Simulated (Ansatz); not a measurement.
Ge(SiH3)Cl3 (SiGeH3Cl3). The state is a singlet with charge 0. Geometry PBE-D4/def2-SVP, basis def2-TZVP, Ansatz.

| run | HOMO (eV) | LUMO (eV) |
| --- | --- | --- |
| A | -8.92 | -1.67 |
| B | -10.95 | 0.32 |
| C | -8.72 | -1.80 |
| D | -7.84 | -2.48 |
| E | -7.51 | -2.71 |
| F | -7.96 | -2.46 |

Question: The runs used B97M-V, PBE, PBE0, r2SCAN, r2SCAN0, ωB97X-V. Estimate which is which.

Answer: A r2SCAN0 (25 % exact exchange); B ωB97X-V (range-separated); C PBE0 (25 % exact exchange); D r2SCAN (0 % exact exchange); E PBE (0 % exact exchange); F B97M-V (0 % exact exchange). Exact exchange lowers occupied and raises empty levels; among semilocal functionals meta-GGAs tend to open the gap a little, and such runs are hard to tell apart. The gap grows from 4.79 eV (PBE) to 11.27 eV (ωB97X-V).
